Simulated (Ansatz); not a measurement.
`[NH2][InH][AlH][OH]` → Al• + 5 H• + In• + N• + O•  (atomization)

Gas-phase electronic energies from Ansatz, PBE0-D4/def2-TZVP geometries. CBS: MP2 limit from def2 TZ/QZ plus the TZ coupled-cluster correction, frozen cores. This one scheme is used for every species, atoms too. For atomizations the MP2-based limit and the directly extrapolated one differ by several kJ/mol either way, and by 10 to 25 for some Ge, Se and Sn compounds, so smaller differences from it don't rank the levels. No spin–orbit coupling; open shells (•) take unrestricted orbitals. Spin–orbit coupling would lower the free atoms: a little for Al, O; strongly for In. def2 core potentials past Kr. Bonds to In are less sure, by a few kJ/mol each and by 10 to 20 or more in all where they break to atoms, as the def2 sets lack core-valence functions. Each species was taken in one conformer, which may not be the lowest.

`[NH2][InH][AlH][OH]`:

Z-matrix (Å, degrees):
```
N
In 1 2.020
H 1 1.007 2 124.9
H 1 1.007 2 124.2 3 -180.0
Al 2 2.655 1 115.4 3 -0.0
H 2 1.726 1 110.5 3 -180.0
O 5 1.702 2 115.3 1 179.8
H 5 1.595 2 127.2 1 -0.2
H 7 0.957 5 122.6 2 -180.0
```

```csv
species,CCSD(T)/CBS(def2) energy (Eh)
`[NH2][InH][AlH][OH]`,-564.77178
Al•,-241.93820
H•,-0.50000
In•,-189.78701
N•,-54.53257
O•,-75.00631
```

Q: Work out ΔE.

A: ΔE = 5 × (-0.50000) + (-241.93820) + (-189.78701) + (-54.53257) + (-75.00631) − (-564.77178) = 1.00769 Eh = +2645.7 kJ/mol.

Largest T1 diagnostic among the species: 0.018.

The D4 term adds +23.9 kJ/mol with B3LYP and +12.6 kJ/mol with PBE0; it sums over pairs of atoms, weighted by their polarisabilities, and B3LYP, whose exchange is more repulsive, gets the larger term. From r2SCAN to r2SCAN0 (25 % exact exchange), in def2-TZVPP and without D4, ΔE moves by −57.8 kJ/mol: exact exchange takes away binding that semilocal exchange gives to molecules.

B3LYP here is the variant with VWN-RPA as its local correlation; programs differ in this.
